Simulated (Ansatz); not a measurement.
Relaxation of CH$_{4}$FNSi (8 atoms, charge 0, multiplicity 1), to a largest force component of 0.015 eV/Å in at most 40 steps.

These are results of Ansatz 0.2.0, RKS B3LYP/def2-SVP, not measurements.

```xyz
8
Properties=species:S:1:pos:R:3:forces:R:3
C -0.273 1.096 -0.413 0.12 -0.51 0.15
Si 0.032 -0.690 0.064 0.36 0.28 0.48
N 0.925 -1.150 1.317 -0.56 0.62 -0.80
F -0.783 -1.556 -1.039 -0.03 -0.31 -0.03
H 0.668 1.611 -0.580 0.50 0.21 -0.04
H -0.875 1.175 -1.316 -0.21 -0.12 -0.30
H -0.786 1.622 0.388 -0.23 0.21 0.44
H 1.093 -2.110 1.580 0.06 -0.38 0.10
```

Question: Where does it end, and by what steps?

Answer: The forces met the threshold. After 19 steps the energy has fallen by 0.065 eV; F4 moved furthest, 0.71 Å.

| step | energy less start (eV) | largest force component (eV/Å) | accepted |
| --- | --- | --- | --- |
| 0 | 0.0000 | 0.796 | yes |
| 1 | -0.0299 | 0.329 | yes |
| 2 | -0.0349 | 0.124 | yes |
| 3 | -0.0356 | 0.077 | yes |
| 4 | -0.0364 | 0.066 | yes |
| 5 | -0.0373 | 0.111 | yes |
| 6 | -0.0383 | 0.137 | yes |
| 7 | -0.0403 | 0.193 | yes |
| 8 | -0.0436 | 0.202 | yes |
| 9 | -0.0405 | 0.485 | no |
| 10 | -0.0518 | 0.061 | yes |
| 11 | -0.0575 | 0.124 | yes |
| 12 | -0.0561 | 0.320 | no |
| 13 | -0.0613 | 0.022 | yes |
| 14 | -0.0632 | 0.112 | yes |
| 15 | -0.0635 | 0.114 | yes |
| 16 | -0.0633 | 0.121 | no |
| 17 | -0.0640 | 0.078 | yes |
| 18 | -0.0651 | 0.029 | yes |
| 19 | -0.0652 | 0.010 | yes |

```xyz
8
Properties=species:S:1:pos:R:3
C -0.245 1.097 -0.417
Si -0.041 -0.663 0.121
N 1.146 -1.165 1.048
F -1.268 -1.518 -0.522
H 0.576 1.708 -0.016
H -0.247 1.166 -1.517
H -1.206 1.498 -0.060
H 1.286 -2.122 1.363
```

The run took 65 s on 1 CPU thread of a shared host.
